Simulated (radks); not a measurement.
Problem. The mean radii <r> (bohr) of the occupied orbitals of an atom or ion are listed with their occupations. Calculated with a radial shooting solver on a logarithmic mesh with Libxc functionals: scalar-relativistic Kohn-Sham, LDA (Slater exchange, Perdew-Wang correlation), spin-polarised, spherical densities, point nucleus.

| orbital | occ. | <r> |
|---|---|---|
| 1s up | 1 | 0.01713 |
| 1s down | 1 | 0.01712 |
| 2s up | 1 | 0.07064 |
| 2s down | 1 | 0.07072 |
| 2p up | 3 | 0.06321 |
| 2p down | 1 | 0.06331 |
| 6d up | 1 | 0.7124 |

Name the element and its charge. Open shells, if any, are filled with parallel spins first.

Solution. Z = 78, platinum, charge +69: Pt69+ in [He] 2s2 2p4 6d1. The 1s radius gives Z: for a bare nucleus <r> = (2 gamma + 1)/(2Z) with gamma = sqrt(1 - (Z/c)^2), 0.01695 bohr for Z = 78, and screening makes it slightly larger (0.01713 here). The occupations add up to 9, and the charge is Z minus that.
